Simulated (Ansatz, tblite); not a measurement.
Removing and adding an electron: (H2Ga-mu-Cl)2 (Ga₂H₄Cl₂). Charge 0, multiplicity 1. Geometry: PBE-D4/def2-SVP. Ansatz, gas phase; energy differences of separate SCF runs; the oxidised species was run as a doublet alone; the reduced species was run as a doublet alone.

```xyz
8

Ga    1.326    0.983    0.379
H     2.294    0.328    1.418
H     1.311    2.346   -0.389
Cl    0.882   -0.703   -1.264
Ga   -1.326   -0.983   -0.379
H    -1.312   -2.347    0.388
H    -2.293   -0.327   -1.418
Cl   -0.882    0.702    1.265
```

The xTB rows come from tblite.

```
               level  −HOMO (eV)  vertical IE (eV)  −LUMO (eV)  vertical EA (eV)  HOMO–LUMO gap (eV)  IE − EA (eV)                       remarks
            GFN1-xTB       12.10             14.41        5.27              2.80                6.83         11.61                             –
            GFN2-xTB       11.99             14.33        5.65              3.26                6.34         11.07                             –
    PBE-D4/def2-TZVP        7.17              9.73        1.78                 –                5.38             –                             –
   PBE-D4/def2-TZVPD        7.19                 –        1.87              0.02                5.32             –  HOMO above zero (-1 doublet)
 r2SCAN-D4/def2-TZVP        7.52              9.99        1.44                 –                6.07             –                             –
r2SCAN-D4/def2-TZVPD        7.51                 –        1.49             -0.14                6.03             –  HOMO above zero (-1 doublet)
   PBE0-D4/def2-TZVP        8.46             10.29        0.99                 –                7.46             –                             –
  PBE0-D4/def2-TZVPD        8.46                 –        1.10             -0.16                7.36             –  HOMO above zero (-1 doublet)
```

   A HOMO above zero means that the electron is unbound at that level or that self-interaction error raises the level; the energy of removing that electron tells which. Raw xTB energy differences between charge states are shifted by several eV; the methods need an empirical correction for them. A negative affinity means that the extra electron isn't bound; its size then hangs on the basis.
